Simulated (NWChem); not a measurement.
Species: VOF2 cation; SMILES [V+]([F])(=[O])[F]

```xyz
4

V      0.0439     0.2574     0.0000
O      1.4343    -0.3213     0.0000
F     -0.7027    -0.2354    -1.3943
F     -0.7027    -0.2354     1.3943
```
Atoms are numbered in this order, from 1.

All runs: NWChem. Structure relaxed at the PBE0/def2-SVP level. The spin multiplicity was typed, not searched, and may not be the lowest. Field at 589 nm.

Problem. Estimate the computed values for B3LYP/def2-SVPD. Quantities: isotropic polarisability (bohr³); anisotropy (bohr³).

Solution. 
```json
{
 "isotropic polarisability (bohr³)": "26.5",
 "anisotropy (bohr³)": "15.9"
}
```
